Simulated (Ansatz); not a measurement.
Frontier orbitals of `BCCBC`.

```
atom    x (Å)    y (Å)    z (Å)
  B1   0.5228  -1.5412   1.8768
  C2  -0.0210  -1.0890   0.5029
  C3   0.3005   0.4267   0.5990
  B4  -0.0563   1.3264  -0.6323
  C5  -0.6799   0.8160  -1.9599
  H6   1.6791  -1.8309   2.0102
  H7  -0.1670  -1.4785   2.8562
  H8  -1.0969  -1.2172   0.3652
  H9   0.4954  -1.5104  -0.3624
 H10  -0.1970   0.8876   1.4675
 H11   1.3692   0.6002   0.8046
 H12   0.2205   2.4940  -0.5322
 H13  -1.1161  -0.1838  -1.9201
 H14  -1.3996   1.5192  -2.3876
 H15   0.1463   0.7807  -2.6878
```

Total charge 0; spin multiplicity 1. All single points use the PBE0-D4/def2-TZVP geometry. It is one conformer, not always the lowest. Basis def2-TZVPP, Ansatz.

```json
{"functional": "r2SCANh", "HOMO (eV)": "-7.58", "LUMO (eV)": "-1.21"}
```

Task: Give HOMO and LUMO (eV) with LDA (SPW92), PBE, revPBE, BLYP, r2SCAN, B97M-V, PBE0, B3LYP, r2SCAN0, HSE06 (plane-wave form), BHLYP, CAM-B3LYP, LC-ωPBE, ωB97X-V, ωB97M-V, HF. (Estimate.)

Result: Ansatz gave: 
```csv
functional,HOMO,LUMO
LDA (SPW92),-6.96,-2.27
PBE,-6.86,-1.98
revPBE,-6.81,-1.86
BLYP,-6.77,-1.83
r2SCAN,-7.10,-1.55
B97M-V,-7.23,-1.70
PBE0,-8.15,-0.97
B3LYP,-7.96,-1.19
r2SCAN0,-8.31,-0.71
HSE06 (plane-wave form),-7.75,-1.35
BHLYP,-9.40,0.06
CAM-B3LYP,-9.57,0.10
LC-ωPBE,-10.90,1.32
ωB97X-V,-10.55,1.20
ωB97M-V,-10.43,0.90
HF,-11.32,2.40
```

B3LYP here is the variant with VWN-RPA as its local correlation; programs differ in this. LC-ωPBE has ω = 0.4 bohr⁻¹. Positive LUMOs are unbound and depend on the basis.
